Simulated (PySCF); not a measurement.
## Calculated NMR parameters of COC1(OC)COC(=O)O1

| Quantity | Value |
| --- | --- |
| Formula | C5H8O5 |
| SMILES | COC1(OC)COC(=O)O1 |
| Point group of the computed structure | C1 |
| Degrees of unsaturation | 2 |
| Carbon signals | 4 |
| Proton signals | 2 |

Bonds (- single, = double, # triple, : aromatic): C1-O2, O2-C3, C3-O4, O4-C5, C3-C6, C6-O7, O7-C8, C8=O9, C8-O10, O10-C3. C1 carries H11, H12, H13; C5 carries H14, H15, H16; C6 carries H17, H18.

[PySCF 2.14: GFN2-xTB geometry; shieldings: GIAO PBE0/pcSseg-1; single conformer; no solvent; non-relativistic Hamiltonian; equivalent nuclei averaged]

Shifts are taken against calculated references (same method and geometry level): TMS for $^{1}$H (31.72 ppm), $^{13}$C (186.93 ppm); $^{17}$O (336.08 ppm) against H2O.

| carbon | δC, type | δH (multiplicity) | HMBC from (2–3 bonds) | span of the C tensor (ppm) |
| --- | --- | --- | --- | --- |
| C1/C5 | 56.1, CH3 | 3.95 (s) | – | 83 |
| C3 | 120.6, C | – | H17/H18, H11/H12/H13/H14/H15/H16 | 25 |
| C6 | 81.8, CH2 | 4.32 (s) | – | 43 |
| C8 | 156.4, C | – | H17/H18 | 186 |

Other nuclei:
```csv
atoms,nucleus,environment,δ (ppm),σ (ppm)
O9,$^{17}$O,ester carbonyl oxygen,304.3,31.8
O10,$^{17}$O,ester alkoxy oxygen,207.8,128.3
O7,$^{17}$O,ester alkoxy oxygen,155.7,180.4
O2/O4,$^{17}$O,ether oxygen,98.1,238.0
```

Carbon types of the structure: 2 × C, 1 × CH2, 2 × CH3, which accounts for all hydrogens. δC 156.4: carbonate carbon; lone-pair donation from the attached heteroatom keeps it upfield of a ketone carbonyl. δC 120.6: sp3 carbon bearing two oxygens; 3 electronegative neighbours deshield it. δC 81.8: sp3 CH2 bonded to O; pulled downfield by the heteroatom. δC 56.1: methyl carbon bonded to O; deshielded by the electronegative neighbour. δH 3.95: hydrogen on a methyl carbon bonded to O; its carbon carries O, an electronegative neighbour.

Shifts are as computed. Against solution values, carbons near 30 ppm lie about +3 ppm off and those near 130 ppm about +5 ppm. Of 1211 compounds with measured shifts, 218 miss one by over three times the rms of a fit or turn the order of signals round; such compounds aren't used in these exercises. Unscaled 17O shifts of doubly bonded oxygen tend to come out too high, by tens of ppm or more. Experimental scales use liquid or dissolved standards, which lie at an offset from isolated H2O (liquid H2O: subtract about 36 ppm). No couplings were computed; multiplicities are counted from neighbouring protons, with m where these are inequivalent, close in shift, in a saturated or five-membered ring or joined by F or P, and br s for small geminal =CH2 splittings.
